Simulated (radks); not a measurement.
Problem. Nd+, 59 electrons, occupied as [Xe] 4f4 6s1. All-electron calculation, scalar-relativistic Kohn-Sham, PBEsol, spin-unpolarised, spherical densities, finite nucleus; Fermi nuclear charge, rms radius 4.9123 fm. Program: a radial shooting solver on a logarithmic mesh with Libxc functionals. Some entries of the table are withheld. Estimate them.

| orbital | occ. | eigenvalue (hartree) | r(max) (bohr) |
|---|---|---|---|
| 1s | 2 | -1594.354 | 0.01510 |
| 2s | 2 | (1) | 0.08553 |
| 2p | 6 | -230.7800 | 0.06893 |
| 3s | 2 | -56.15148 | 0.2439 |
| 3p | 6 | -47.54107 | 0.2388 |
| 3d | 10 | -35.58280 | 0.1960 |
| 4s | 2 | -11.33155 | 0.5652 |
| 4p | 6 | (2) | 0.5899 |
| 4d | 10 | -4.50083 | 0.6186 |
| 5s | 2 | -1.70771 | 1.320 |
| 5p | 6 | -1.03153 | 1.498 |
| 6s | 1 | -0.30126 | (3) |
| 4f | 4 | (4) | 0.6631 |

Solution. 
(1) 2s eigenvalue (hartree): -258.0772
(2) 4p eigenvalue (hartree): -8.51086
(3) 6s r(max) (bohr): 3.544
(4) 4f eigenvalue (hartree): -0.28287
